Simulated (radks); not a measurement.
Values are calculated unless marked as measured or tabulated.
Pt7+, 71 electrons, occupied as [Xe] 4f14 5d3. Code: a radial shooting solver on a logarithmic mesh with Libxc functionals. Model: Dirac Kohn-Sham, relativistic LDA (MacDonald-Vosko exchange, VWN5 correlation), spin-unpolarised, spherical densities, finite nucleus; open shells fill j = l - 1/2 first; Fermi nuclear charge, rms radius 5.427 fm. Some entries of the table are withheld. Estimate them.

| orbital | occ. | eigenvalue (eV) | <1/r> (bohr^-1) | r(max) (bohr) |
|---|---|---|---|---|
| 1s1/2 | 2 | -77821.31 | 93.43 | 0.01067 |
| 2s1/2 | 2 | -13766.61 | 22.93 | 0.06171 |
| 2p1/2 | 2 | -13213.59 | 22.90 | 0.04550 |
| 2p3/2 | 4 | -11507.84 | 18.81 | 0.05274 |
| 3s1/2 | 2 | -3316.093 | 8.425 | (1) |
| 3p1/2 | 2 | -3065.087 | 8.344 | (2) |
| 3p3/2 | 4 | -2689.679 | 7.278 | (3) |
| 3d3/2 | 4 | -2267.771 | 7.182 | 0.1375 |
| 3d5/2 | 6 | -2186.350 | 6.936 | 0.1416 |
| 4s1/2 | 2 | (4) | 3.565 | 0.3914 |
| 4p1/2 | 2 | -687.5582 | 3.459 | 0.3896 |
| 4p3/2 | 4 | -597.8078 | 3.085 | 0.4202 |
| 4d3/2 | 4 | -421.3610 | 2.884 | 0.4133 |
| 4d5/2 | 6 | -404.5647 | 2.797 | 0.4228 |
| 5s1/2 | 2 | -203.8772 | 1.464 | 0.8656 |
| 4f5/2 | 6 | -177.8825 | 2.418 | 0.3816 |
| 4f7/2 | 8 | -174.3969 | 2.384 | 0.3862 |
| 5p1/2 | 2 | (5) | 1.353 | 0.9118 |
| 5p3/2 | 4 | (6) | 1.229 | 0.9855 |
| 5d3/2 | 3 | -101.0211 | 1.006 | 1.142 |
| 5d5/2 | 0 | -98.7862 | 0.9822 | 1.168 |
| 6s1/2 | 0 | -80.3750 | 0.6803 | 1.862 |
| 6p1/2 | 0 | -69.0221 | 0.6239 | 2.028 |
| 6p3/2 | 0 | -64.8522 | 0.5859 | 2.159 |

Answer. 
(1) 3s1/2 r(max) (bohr): 0.1735
(2) 3p1/2 r(max) (bohr): 0.1619
(3) 3p3/2 r(max) (bohr): 0.1767
(4) 4s1/2 eigenvalue (eV): -794.5531
(5) 5p1/2 eigenvalue (eV): -168.4272
(6) 5p3/2 eigenvalue (eV): -152.0264
